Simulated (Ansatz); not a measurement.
```yaml
crystal:
  periodic: [false, false, false]
  atoms:
    - {symbol: C, position_ang: [-0.950079, 1.999214, 0.952697]}
    - {symbol: S, position_ang: [0.410919, 1.080371, 0.113578]}
    - {symbol: B, position_ang: [-0.111848, -0.555204, -0.059146]}
    - {symbol: Si, position_ang: [1.149996, -1.784978, -1.034335]}
    - {symbol: H, position_ang: [-1.322256, 2.806103, 0.394863]}
    - {symbol: H, position_ang: [-0.593154, 2.349293, 1.978706]}
    - {symbol: H, position_ang: [-1.730357, 1.282932, 1.157333]}
    - {symbol: H, position_ang: [-1.176253, -0.875401, 0.363414]}
    - {symbol: H, position_ang: [0.451400, -2.352702, -2.207978]}
    - {symbol: H, position_ang: [2.390682, -1.068383, -1.481949]}
    - {symbol: H, position_ang: [1.509998, -2.939047, -0.157393]}
basis:
  gaussian: {orbitals: cc-pVDZ}
magnetization: {spin_polarized: true, initial_magnetization: 8}
hamiltonian: {xc: {name: BHLYP}, dispersion: d3bj}
output: {forces: true}
```

```sh
$ ansatz run in.yaml --threads 2 --pin off --events-out ev --progress --plain --max-ram 4352MiB
```

Shortened log:

```
Functional definition: BHLYP
938 factors; integrals over basis functions are off by at most 9.5e-4 eV
mean field evaluation 1: about -20507.0398 eV, gradient 2.6e1 eV
mean field evaluation 2: about -20506.9840 eV, gradient 2.7e1 eV
mean field evaluation 4: about -20511.6712 eV, gradient 2.0e0 eV
mean field evaluation 8: about -20511.8682 eV, gradient 1.5e-1 eV
mean field evaluation 16: about -20511.8700 eV, gradient 1.0e-2 eV
mean field evaluation 32: about -20511.8821 eV, gradient 1.8e-3 eV
a density is far from that of the atoms, so the factors are made again for it
1009 factors; integrals over basis functions are off by at most 9.3e-4 eV
mean field evaluation 96: about -20511.8915 eV, gradient 2.3e-5 eV
mean field -20511.89145986 eV, -753.7981076905 hartree, gradient 2.8e-6 eV, S^2 20.022158; 0 other end points of the search recorded, 0 dependent functions left out
reference -20511.89164873 eV, -753.7981146312 hartree; 28, 20 occupied and 71, 79 virtual orbitals, 1009 factors
Total energy: -20512.23730022 eV, -753.8108170891 hartree
Atom 0 at    -0.950079     1.999214     0.952697 Å, force    -3.394951     3.208331     5.397202 eV/Å
Atom 1 at     0.410919     1.080371     0.113578 Å, force     5.576081     2.500599    -2.031673 eV/Å
Atom 2 at    -0.111848    -0.555204    -0.059146 Å, force    -1.289333    -5.930178     0.215344 eV/Å
Atom 3 at     1.149996    -1.784978    -1.034335 Å, force    -3.517607    -2.191711    -3.151560 eV/Å
Atom 4 at    -1.322256     2.806103     0.394863 Å, force    -0.475783     1.545611    -1.040867 eV/Å
Atom 5 at    -0.593154     2.349293     1.978706 Å, force    -0.184328    -0.176908    -1.214739 eV/Å
Atom 6 at    -1.730357     1.282932     1.157333 Å, force    -0.441226    -0.894010    -0.203977 eV/Å
Atom 7 at    -1.176253    -0.875401     0.363414 Å, force    -0.745339     0.326690     0.568991 eV/Å
Atom 8 at     0.451400    -2.352702    -2.207978 Å, force    -0.017328     0.651524    -0.370933 eV/Å
Atom 9 at     2.390682    -1.068383    -1.481949 Å, force     4.262043     2.586534    -1.479456 eV/Å
Atom 10 at     1.509998    -2.939047    -0.157393 Å, force     0.227770    -1.626483     3.311668 eV/Å
Dipole moment:    -0.067409     1.046751     0.517372 e Å
```

Task: What is wrong with this run?

Result: The spin is set far too high for this molecule. The calculation finished and met its thresholds. The result belongs to that input, not to the molecule as meant.
